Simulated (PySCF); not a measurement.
C₃HBrCl₂, SMILES C(=CBr)=C(Cl)Cl. Geometry optimised at TPSSh-D3(BJ)/def2-SVP. This is a generated structure with no PubChem entry under its InChIKey; it may be hypothetical.

Problem. Give the equilibrium geometry at TPSSh-D3(BJ)/def2-SVP (PySCF confirms it by a frequency run) as bond lengths and angles, and its point group. (The exact figures need the calculation; the answer reports its results.)

Solution. point group Cs.
Atoms: Cl1 C2 Cl3 C4 C5 Br6 H7. Bonded distances (Å): Cl1–C2 1.737, C2–Cl3 1.737, C2–C4 1.311, C4–C5 1.306, C5–Br6 1.904, C5–H7 1.093. Bond angles (°): Cl1–C2–Cl3 114.9, Cl1–C2–C4 122.6, Cl3–C2–C4 122.6, C2–C4–C5 178.9, C4–C5–Br6 122.8, C4–C5–H7 124.4, Br6–C5–H7 112.8.
Charge 0, spin multiplicity 1.
